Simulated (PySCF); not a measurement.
An element was calculated at UHF (PySCF 2.14, ECP, a triple-zeta basis, no spin-orbit coupling), in the ground configurations that NIST lists.

```
electron affinity          : 0.436 eV
first ionisation energy    : 7.566 eV
second ionisation energy   : 16.870 eV
third ionisation energy    : 29.093 eV
polarisability of the atom : 53.5 bohr³
```

Which element is it?

Platinum (Pt, Z = 78), in aug-cc-pwCVTZ-PP with ECP60MDF. NIST lists 8.959, 18.56 ± 0.12, 29 ± 1.6 eV for these ionisation energies.
